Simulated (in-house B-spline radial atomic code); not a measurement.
Successive ionisation energies of selenium; each step leads to the configuration of the next row (after the last: [Ne] 3s2 3p5). NIST's values go from ground level to ground level; the uncertainty of those that are theory runs from under 0.1 % in few-electron ions to several per cent in heavy many-electron ones. Computed with a radial B-spline atomic code at the basis-set limit: non-relativistic Hartree-Fock, average of the configuration, point nuclei.

This level leaves out relativity, spin-orbit splitting included, which matters for heavy ions.

| ion | configuration | ionisation energy (eV) | tabulated value (eV) | tabulated kind | computed minus tabulated (eV) | highest orbital | largest mean radius (bohr) |
| --- | --- | --- | --- | --- | --- | --- | --- |
| Se | [Ar] 3d10 4s2 4p4 | 9.9 | 9.752368 | measured | 0.2 | 4p | 2.3089 |
| Se+ | [Ar] 3d10 4s2 4p3 | ? | ? | measured | ? | ? | ? |
| Se2+ | [Ar] 3d10 4s2 4p2 | 30.2 | 31.697 | measured | -1.5 | 4p | 2.0139 |
| Se3+ | [Ar] 3d10 4s2 4p1 | 41.7 | 42.947 | measured | -1.2 | 4p | 1.9121 |
| Se4+ | [Ar] 3d10 4s2 | 64.6 | 68.3 | semi-empirical | -3.7 | 4s | 1.6448 |
| Se5+ | [Ar] 3d10 4s1 | 79.6 | 81.83 | measured | -2.2 | 4s | 1.5887 |
| Se6+ | [Ar] 3d10 | ? | ? | measured | ? | ? | ? |
| Se7+ | [Ar] 3d9 | 187.7 | 184 | tabulated theory | 3.7 | 3d | 0.58886 |
| Se8+ | [Ar] 3d8 | 222.8 | 219 | tabulated theory | 3.8 | 3d | 0.57333 |
| Se9+ | [Ar] 3d7 | 259.8 | 255 | tabulated theory | 4.8 | 3d | 0.56499 |
| Se10+ | [Ar] 3d6 | 298.5 | 291 | tabulated theory | 7.5 | 3d | 0.55666 |
| Se11+ | [Ar] 3d5 | 338.9 | 342.9 | tabulated theory | -4.0 | 3d | 0.54975 |
| Se12+ | [Ar] 3d4 | 381.1 | 383 | tabulated theory | -1.9 | 3d | 0.54319 |
| Se13+ | [Ar] 3d3 | ? | ? | tabulated theory | ? | ? | ? |
| Se14+ | [Ar] 3d2 | 470.4 | 473 | tabulated theory | -2.6 | 3d | 0.5301 |
| Se15+ | [Ar] 3d1 | 517.5 | 517 | tabulated theory | 0.5 | 3d | 0.52362 |
| Se16+ | [Ne] 3s2 3p6 | 649.3 | 650.5 | semi-empirical | -1.2 | 3p | 0.51721 |

(1) Fill in the row of Se+.

(2) Fill in the row of Se6+.

(3) Fill in the row of Se13+.

(4) Where is the largest jump?

(5) How far is this level of theory from the measured and semi-empirical values?

Results:

(1) ionisation energy (eV): 19.5; tabulated value (eV): 21.196; computed minus tabulated (eV): -1.7; highest orbital: 4p; largest mean radius (bohr): 2.1406.

(2) ionisation energy (eV): 154.5; tabulated value (eV): 155.327; computed minus tabulated (eV): -0.8; highest orbital: 3d; largest mean radius (bohr): 0.60966.

(3) ionisation energy (eV): 424.9; tabulated value (eV): 426; computed minus tabulated (eV): -1.1; highest orbital: 3d; largest mean radius (bohr): 0.53663.

(4) From Se to Se+, by a factor of 1.96 (9.9405 to 19.522 eV); the highest orbital goes from 4p to 4p.

(5) Over those 8 rows the differences run from -3.66 to +0.188 eV (mean absolute value 1.6 eV). The calculation leaves out relativity, correlation and, in open shells, the multiplet splittings that an average leaves out.
